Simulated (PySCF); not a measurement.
# Spinor energies of Ir⁴⁺ (iridium, charge +4)

Start: [Xe] 4f14 5d5; 5d3/2 filled at m_j = -3/2, -1/2, +1/2, +3/2; 5d5/2 filled at m_j = +5/2. Calculated with PySCF 2.14 in x2c-QZVPPall-2c: generalised Hartree-Fock with the X2C-1e Hamiltonian and a Gaussian nucleus; one run each with spin-orbit coupling (SO) switched off, then screened by Boettger's factors.

```
spinor shell  electrons  ε, spin-free (eV)  ε, screened SO (eV)  weight of nominal j (screened SO)  rms radius, screened SO (bohr)
       1s1/2          2           -76582.8             -76556.2                              1.000                          0.0197
       2s1/2          2           -13584.7             -13576.3                              1.000                          0.0795
       2p1/2          2           -11816.2             -12985.1                              1.000                          0.0675
       3s1/2          2            -3279.9              -3277.2                              1.000                           0.203
       3p1/2          2            -2754.2              -3012.9                              1.000                           0.195
       3p3/2          4            -2754.2              -2649.4                              1.000                           0.210
       3d3/2          4            -2167.5              -2213.2                              1.000                           0.185
       3d5/2          6            -2167.5              -2134.9                              1.000                           0.189
       4s1/2          2            -772.05              -771.16                              1.000                           0.450
       4p1/2          2            -596.60              -658.50                              1.000                           0.456
       4p3/2          4            -596.60              -571.31                              1.000                           0.490
       4d3/2          4            -376.52              -386.26                              0.999                           0.507
       4d5/2          6            -376.52              -369.34                              0.999                           0.519
       5s1/2          2            -161.81              -161.59                              1.000                            1.04
       4f5/2          6            -129.92              -131.51                              0.986                           0.582
       4f7/2          8            -129.92              -128.01                              0.990                           0.586
       5p1/2          2            -112.70              -125.15                              0.925                            1.14
       5p3/2          4            -112.70              -107.35                              0.962                            1.21
       5d3/2          4            -59.352              -59.477                              0.642                            1.56
       5d5/2          1            -59.352              -58.453                              1.000                            1.58
```

Where does 2p3/2 lie, and what is the 2p spin-orbit splitting (screened SO)?

At -11351.4 eV, 1633.7 eV above 2p1/2.

```
   quantity     spin-free   screened SO
E (hartree)  -17811.08542  -17835.98467
        M_J           5/2           5/2
       ⟨J²⟩         8.754         8.756
       ⟨L²⟩         0.000         0.366
       ⟨S²⟩         8.754         8.405
```

Each row is a mean over spinors that exchange with the open shell spreads, by up to 10.505 eV (5p3/2).

Rows whose weight is well below 1 are mixtures of j = l ± 1/2: exchange outweighs spin-orbit coupling there, and the label is only the starting occupation.

Breit and QED terms are absent; they matter most for the inner s and p1/2 levels.

Densities and radii are taken from the X2C orbitals without a picture-change correction, which distorts them close to the nucleus.

Without spin-orbit coupling the j labels of p, d and f shells carry no meaning; the spin-free column gives the mean over the occupied spinors of each nl shell.
